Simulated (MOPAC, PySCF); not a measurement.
C4H6OSi, SMILES `O[SiH]1C=CC=C1` (H–O–Si–C torsion 54°), neutral singlet in the gas phase. 

Cartesian coordinates (Å):
SMILES: O[SiH]1C=CC=C1
```xyz
12

O      2.5145    -0.0035    -0.0200
Si     0.9931     0.0432    -0.6493
C     -0.1643    -1.3427    -0.1736
C     -1.2616    -0.7699     0.3393
C     -1.2605     0.7101     0.4454
C     -0.1622     1.3487     0.0197
H      2.5845    -0.0717     0.9335
H      1.1985     0.1484    -2.1144
H     -0.0769    -2.4143    -0.2999
H     -2.1361    -1.3253     0.6695
H     -2.1344     1.2139     0.8514
H     -0.0735     2.4272     0.0475
```
Charge 0, multiplicity 1.

All levels are single points at this geometry (PBE0-D4/def2-TZVP); Pople sets use spherical d functions. Orbital energies aren't observables, and empty levels follow the basis.

HF/3-21G in PySCF gives gap (eV) = 11.14.

Task: Estimate the gap (eV) from each of these levels: PBE0-D4/def2-TZVP in PySCF; B3LYP/6-31G* in PySCF; M06-2X/6-31G* in PySCF; PBE/6-31G* in PySCF; HF/6-31G* in PySCF; AM1 in MOPAC; PM6 in MOPAC; PM7 in MOPAC.

Result: 
```json
[
 {"level": "PBE0-D4/def2-TZVP in PySCF", "gap (eV)": "5.08"},
 {"level": "B3LYP/6-31G* in PySCF", "gap (eV)": "4.74"},
 {"level": "M06-2X/6-31G* in PySCF", "gap (eV)": "7.21"},
 {"level": "PBE/6-31G* in PySCF", "gap (eV)": "3.18"},
 {"level": "HF/6-31G* in PySCF", "gap (eV)": "11.01"},
 {"level": "AM1 in MOPAC", "gap (eV)": "9.55"},
 {"level": "PM6 in MOPAC", "gap (eV)": "9.03"},
 {"level": "PM7 in MOPAC", "gap (eV)": "9.47"}
]
```
